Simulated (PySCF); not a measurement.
## Working out the ionisation energy of Ne⁺

Ne⁺ [He] 2s2 2p5 (2P) → Ne²⁺ [He] 2s2 2p4 (3P). Computed with PySCF 2.14 in aug-cc-pV5Z (7s6p5d4f3g2h, 127 functions), with no relativity, point nucleus. Frozen: 1s2. Energies in hartree (1 hartree = 27.21139 eV):

| part | Ne⁺ (lower) | Ne²⁺ (upper) |
| --- | --- | --- |
| UHF | -127.824407 | -126.381212 |
| MP2 opposite-spin | -0.178291 | -0.129832 |
| MP2 same-spin | -0.051939 | -0.038703 |

**Question.** What does Hartree-Fock give?

**Answer.** (-126.381212) − (-127.824407) = 1.443195 hartree = 39.271 eV.

**Question.** What do MP2 and SCS-MP2 (6/5 opposite-spin, 1/3 same-spin) give?

**Answer.** The opposite-spin parts differ by 1.319 eV and the same-spin parts by 0.360 eV. MP2: 39.271 + (1.319) + (0.360) = 40.950 eV. SCS-MP2: 39.271 + 1.2 × (1.319) + (0.360)/3 = 40.974 eV.

A first-order spin-orbit estimate adds -0.005 eV to MP2 (valence), giving 40.945 eV against 40.963 eV (measured; NIST Atomic Spectra Database, ionization energies).

What remains against the reference includes basis incompleteness, the frozen core and correlation beyond second order.
